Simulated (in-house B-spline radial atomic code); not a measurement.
Results of a calculation; reference values are marked as such.
**Mean free path of electrons in Tl from the free-electron model**

The electrons form a uniform gas at zero temperature with Lindhard's dielectric function (RPA). An added electron of energy E, from the band bottom, collides once per mean free path λ, with 1/λ = (1/πE) ∫dω ∫dq/q Im(−1/ε(q, ω)), in atomic (or effective) units, with ω up to E − E_F and q between √(2E) ∓ √(2(E − ω)); electron-hole pairs and the plasmon pole are integrated apart. No exchange between the two electrons.

Tl: 3 valence electrons per atom, density 11.8 g/cm³, mass 204.38 u, so r_s = 2.49 bohr. Core levels, phonons and band structure are left out.

(1) Find E_F, the plasma energy, the screening length and the long-wave dispersion of the plasmon.

```
E − E_F (eV)  λ (nm)  share of plasmon losses  lifetime (fs)  stopping (eV/nm)
       0.404     302                     0.00            175           0.00089
        1.62    23.1                     0.00           12.5             0.046
        4.04    5.25                     0.00           2.54               0.5
        8.08       2                     0.00          0.838              2.61
        12.9    1.09                     0.00          0.401              7.68
        20.2   0.396                     0.35          0.126              35.6
        32.3   0.321                     0.46          0.085              49.5
        72.7   0.428                     0.56         0.0803              40.7
         178   0.756                     0.64         0.0935              24.6
         485    1.61                     0.70          0.123              12.1
```

(2) Where is λ shortest, and how does it grow on either side?

(3) Photoelectrons 485 eV above E_F leave through 0.5 nm of this material at 0° from the normal. What share escapes without loss, and what depth gives 95 % of a bulk signal? Ignore elastic scattering.

Results:

(1) k_F = 1.91916/2.49 = 0.7707, E_F = k_F²/2 = 8.08 eV. ω_p = √(3/r_s³) = 0.4408 hartree = 12.00 eV. The Thomas-Fermi length is √(π/4k_F) = 1.009 bohr = 0.0534 nm. For small q, ω = ω_p + α q² with α = (3/5) E_F/ω_p = 0.4043; at q = 0.2441 this gives 12.65 eV, and the zero of ε lies at 12.68 eV. The plasmon meets the pair continuum ω = q k_F + q²/2 at q_c = 0.61027 = 0.79 k_F, 17.9 eV.

(2) The least value in the table is 0.321 nm at 32.3 eV, 2.7 times the plasma energy. Between the last two rows it grows as (E − E_F)^0.76, near Bethe's E/ln E, and between the first two as (E − E_F)^-1.85, where the Pauli principle blocks most collisions.

(3) exp(−d/(λ cos θ)) = exp(−0.5/(1.61 × 1.000)) = 0.733. 95 % comes from within 3λ cos θ = 4.83 nm. The mean loss per collision is λ × stopping = 19.5 eV. The d or semicore shells, left out, add losses that the model lacks.
